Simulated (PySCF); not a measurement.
C₅H₅Cl, SMILES C=C=C/C=C/Cl.

Geometry: r2SCAN-D4/def2-SVP. The structure was generated by enumeration; whether it is a known compound was not checked. One conformer was computed; it need not be the lowest.

Two levels are set side by side: TDDFT-PBE/def2-SVPD (PySCF) and TDDFT-CAM-B3LYP/def2-SVPD (PySCF). Vertical, same geometry. The lowest singlet is HOMO→LUMO+1 91 % with PBE and HOMO→LUMO 99 % with the other functional; states are paired by order. Differences are taken from unrounded values.

```csv
quantity,TDDFT-PBE
lowest singlet excitation (eV),4.52
lowest triplet excitation (TDA) (eV),2.77
first bright state (f over 0.05) (eV),4.57
its oscillator strength,0.43
```

These are the TDDFT-PBE values. What does TDDFT-CAM-B3LYP give? (Estimate from the structure and the level; the computed values follow.)


| quantity | TDDFT-CAM-B3LYP | TDDFT-PBE minus TDDFT-CAM-B3LYP |
|---|---|---|
| lowest singlet excitation (eV) | 4.99 | -0.47 |
| lowest triplet excitation (TDA) (eV) | 2.83 | -0.06 |
| first bright state (f over 0.05) (eV) | 4.99 | -0.41 |
| its oscillator strength | 0.47 | -0.04 |

A lower first singlet is the usual sign of a functional without exact exchange. Differences between two approximate levels are no errors against the true value.

Rough cost on one machine, each run with all the roots and properties that it gave: TDDFT-CAM-B3LYP against TDDFT-PBE about 9 times.
